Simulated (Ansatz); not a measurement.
GeH$_{4}$OSi, SMILES `[SiH3][O][GeH]`. The species carries charge 0 and has multiplicity 1. Correlated methods include outer-core shells of Ge, which these sets cover unevenly. Scalar relativity is left out up to krypton.

```xyz
7

Si   -0.364    0.791   -0.570
O     0.516   -0.320    0.261
Ge    0.102   -1.773    1.218
H    -1.820    0.485   -0.483
H     0.050    0.778   -1.996
H    -0.117    2.139    0.003
H     1.633   -2.101    1.567
```

**Question.** Give the diagnostics of a CCSD(T)/def2-TZVPP run (frozen core, the Gaussian-basis code of Ansatz). (Estimate.)

**Answer.** Computed: T1 = 0.0143, largest single amplitude 0.033, largest double 0.069, (T) share of the correlation energy 3.5 %, 10 CCSD cycles. The RHF solution is unstable towards an unrestricted one. T1 lies under the customary mark of 0.02 for closed shells.
